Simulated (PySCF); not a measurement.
## TeN: frontier orbitals

PBEsol at R = 1.886 Å; PySCF, scalar-relativistic core potentials, basis sets Te aug-cc-pVDZ-PP with ECP28, N aug-cc-pVDZ. State: ²Π (doublet), unpaired electrons π ↑. Only the outer orbitals are listed, counted within each symmetry, core potentials removing the inner ones.

```csv
spin,orbital,occ.,ε (eV),on Te (%),main shells (%)
α,5σ,1,-20.37,21,"72 N s, 20 Te s"
α,6σ,1,-14.45,74,"70 Te s, 25 N s"
α,7σ,1,-8.19,37,"53 N p, 33 Te p, 10 N s"
α,3π,1,-8.10,46,"52 N p, 46 Te p"
α,3π,1,-8.03,43,"56 N p, 42 Te p"
α,4π,1,-4.96,61,"57 Te p, 40 N p"
α,4π,0,-4.97,57,"54 Te p, 43 N p"
α,8σ,0,-1.51,99,"80 Te p, 20 N p, 13 Te d"
β,5σ,1,-19.72,28,"64 N s, 26 Te s"
β,6σ,1,-14.00,70,"66 Te s, 30 N s"
β,3π,1,-7.81,58,"57 Te p, 41 N p"
β,7σ,1,-7.78,37,"51 N p, 34 Te p, 12 N s"
β,3π,1,-7.13,61,"60 Te p, 38 N p"
β,4π,0,-4.57,47,"54 N p, 43 Te p"
β,4π,0,-3.78,45,"56 N p, 40 Te p"
β,8σ,0,-1.28,101,"80 Te p, 20 N p, 13 Te d"
```

Q: Which are the highest filled and the lowest empty level, where do they sit, and how wide is the gap?

A: Highest filled α 4π at -4.96 eV (in %: 57 Te p, 40 N p); lowest empty α 4π at -4.97 eV (in %: 54 Te p, 43 N p); the gap at PBEsol is -0.01 eV. Both belong to one degenerate shell, split only by its one-sided filling, so this is no excitation gap.

* bond order (Mayer): 2.16
* ⟨S²⟩: 0.765
* charge on Te (Mulliken, basis-dependent): 0.64
* charge on Te (Löwdin, basis-dependent): 0.74
* dipole moment (positive dipole means Te(−)N(+)): -2.62 D

Shares are Mulliken populations and can fall outside 0 to 100 %.

Spin–orbit coupling is left out. The state was picked by a PBE0 search and need not be the measured ground state.
